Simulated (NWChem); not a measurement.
Molecule: GaI$_{2}$Cl; SMILES [Cl][Ga]([I])[I]

```xyz
4

Ga     0.0000     0.0000     0.5978
Cl     0.0000     0.0000     2.7345
I     -2.1549     0.0000    -0.6000
I      2.1549     0.0000    -0.6000
```
Atoms are numbered in this order, from 1.

Level: PBE0/def2-SVP with def2 effective core potentials on I (NWChem), optimised geometry, unscaled harmonic frequencies. def2 effective core potentials on I; no spin-orbit coupling.

Q: List the harmonic frequencies with IR intensities, and the thermochemistry.

A: 
```csv
frequency (cm⁻¹),IR intensity (km/mol)
66,0.8
99,4.8
108,4.6
200,2.6
303,70.3
441,71.3
```

The zero-point energy is 1.7 kcal/mol and the thermal correction to the enthalpy at 298.15 K (with zero-point energy) is 6.3 kcal/mol. The heat capacity Cv is 16.7 cal/(mol K) and the entropy at 298.15 K and 1 atm (symmetry number 2) is 89.3 cal/(mol K).

Rigid rotor and harmonic oscillator; modes under 100 cm⁻¹ make the entropy uncertain.
